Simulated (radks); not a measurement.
The numbers below are computed, except where a source is named.
Q: Ionisation of Sm, [Xe] 4f6 6s2, to Sm+, [Xe] 4f6 6s1, under several functionals. Scalar-relativistic Kohn-Sham, spin-unpolarised, spherical densities, point nucleus; a radial shooting solver on a logarithmic mesh with Libxc functionals. The NIST Atomic Spectra Database gives 5.644 eV (measured). Rank these functionals by the error of their Delta-SCF ionisation energy: PBE; exchange-only LDA; OLYP; SOGGA; PBEsol; BP86; LDA (Slater exchange, Perdew-Zunger correlation).

A: From best to worst: OLYP 5.579 eV (-0.065); SOGGA 5.858 eV (+0.214); PBE 5.947 eV (+0.303); PBEsol 5.964 eV (+0.320); exchange-only LDA 5.303 eV (-0.340); BP86 6.117 eV (+0.473); LDA (Slater exchange, Perdew-Zunger correlation) 6.151 eV (+0.507). Spin polarisation and multiplet splitting are left out, so open shells lie too high by an amount that depends on their filling. Spin-orbit splitting is averaged out at the scalar-relativistic level.

Beside tabulated values, note that spin-unpolarised runs miss the spin-polarisation part of the exchange energy of open shells.
